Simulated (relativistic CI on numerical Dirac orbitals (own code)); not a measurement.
Ligand-field terms of d2

Computed with a parametric ligand-field model of a d^n configuration (Racah B and C, spin-orbit zeta, crystal field), exact diagonalisation.

Field parameters in Wybourne normalisation: Oh B⁴₀ = 21Dq, B⁴₄ = √(5/14) B⁴₀. The field is a parameter set, without covalency, and values of 10Dq over about 45,000 cm⁻¹ lie beyond real compounds.

B = 1080 cm⁻¹, C = 4090 cm⁻¹ (C/B = 3.79), Oh, no spin-orbit coupling. Tanabe-Sugano data, E/B above the lowest term (Δ = |10Dq|; b, c mark the second and third term of a kind):

```
 Δ/B   3T1    3T2    3A2    1T2     1E    1A1
 1.0  0.00   0.81   1.81  12.92  13.38  20.55
 5.0  0.00   4.22   9.22  13.79  14.61  23.93
 9.0  0.00   7.82  16.82  14.10  14.71  26.42
13.0  0.00  11.53  24.53  14.18  14.63  28.16
17.0  0.00  15.32  32.32  14.17  14.53  29.36
21.0  0.00  19.16  40.16  14.15  14.44  30.20
25.0  0.00  23.03  48.03  14.11  14.36  30.81
29.0  0.00  26.92  55.92  14.08  14.29  31.26
33.0  0.00  30.84  63.84  14.04  14.23  31.61
37.0  0.00  34.77  71.77  14.01  14.18  31.88
41.0  0.00  38.71  79.71  13.99  14.14  32.09
45.0  0.00  42.66  87.66  13.96  14.10  32.27
```

The ground term stays 3T1.
